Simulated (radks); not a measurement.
The numbers below are computed, except where a source is named.
Task: Species: Mg III. Configuration: [He] 2s2 3s(up 0.5, down 0.5) 2p(up 2.5, down 2.5) (fractional occupations, a model configuration). Level of theory: non-relativistic Kohn-Sham, LDA (Slater exchange, Perdew-Wang correlation), spin-polarised, spherical densities, point nucleus (a radial shooting solver on a logarithmic mesh with Libxc functionals). Some entries of the table are withheld. Estimate them.

orbital  occ.  eigenvalue (hartree)  <r> (bohr)
1s          2                   (1)      0.1314
2s          2              -4.22164         (2)
2p          5              -3.05340      0.6469
3s          1              -0.84054         (3)

Result: 
(1) 1s eigenvalue (hartree): -47.57460
(2) 2s <r> (bohr): 0.6785
(3) 3s <r> (bohr): 2.298
